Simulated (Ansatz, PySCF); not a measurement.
2-methylpenta-1,4-diene (C6H10), SMILES C=CCC(=C)C. Atoms are numbered in the order given.

```xyz
16

C      2.5030     0.4229     0.3605
C      1.4860    -0.2637    -0.1603
C      0.2633     0.3526    -0.7759
C     -1.0156     0.0462    -0.0301
C     -1.7470     1.0220     0.5183
C     -1.4161    -1.3964     0.0534
H      2.5074     1.5179     0.3680
H      3.3690    -0.0810     0.7978
H      1.5280    -1.3599    -0.1440
H      0.3966     1.4425    -0.8485
H      0.1601    -0.0293    -1.8101
H     -1.4401     2.0696     0.4529
H     -2.6771     0.8057     1.0516
H     -2.3866    -1.5193     0.5535
H     -0.6707    -1.9863     0.6120
H     -1.4848    -1.8457    -0.9520
```

Geometry: PBE0-D3(BJ)/def2-SVP. The values are those of a single conformer.

Two levels are set side by side: PBE-D3(BJ)/def2-SVP (Ansatz, a quantum-chemistry and plane-wave program) and PBE0-D3(BJ)/def2-SVP (Ansatz). Each level has its own optimised geometry; the coordinates shown are those of the second. Frequencies come from the Hessian of PySCF at each geometry. Differences are taken from unrounded values.

| quantity | PBE0-D3(BJ) | PBE-D3(BJ) | PBE-D3(BJ) minus PBE0-D3(BJ) |
|---|---|---|---|
| mean bond length (Å) | 1.211 | 1.220 | 0.009 |
| bond C1–C2 (Å) | 1.333 | 1.344 | 0.011 |
| bond C2–C3 (Å) | 1.501 | 1.509 | 0.008 |
| bond C3–C4 (Å) | 1.512 | 1.521 | 0.009 |
| bond C4–C5 (Å) | 1.337 | 1.348 | 0.011 |
| bond C4–C6 (Å) | 1.499 | 1.506 | 0.007 |
| bond C1–H7 (Å) | 1.095 | 1.103 | 0.008 |
| bond C1–H8 (Å) | 1.093 | 1.101 | 0.008 |
| bond C2–H9 (Å) | 1.097 | 1.105 | 0.008 |
| bond C3–H10 (Å) | 1.100 | 1.109 | 0.008 |
| bond C3–H11 (Å) | 1.107 | 1.116 | 0.009 |
| bond C5–H12 (Å) | 1.094 | 1.102 | 0.008 |
| bond C5–H13 (Å) | 1.094 | 1.102 | 0.008 |
| bond C6–H14 (Å) | 1.099 | 1.107 | 0.008 |
| bond C6–H15 (Å) | 1.103 | 1.111 | 0.009 |
| bond C6–H16 (Å) | 1.103 | 1.112 | 0.009 |
| highest harmonic wavenumber (cm⁻¹) | 3259 | 3165 | -94 |
| mean harmonic wavenumber (cm⁻¹) | 1479 | 1431 | -49 |
| zero-point energy (kcal/mol) | 88.83 | 85.91 | -2.92 |

Exact exchange shortens and stiffens bonds; PBE has none. Differences between two approximate levels are no errors against the true value.
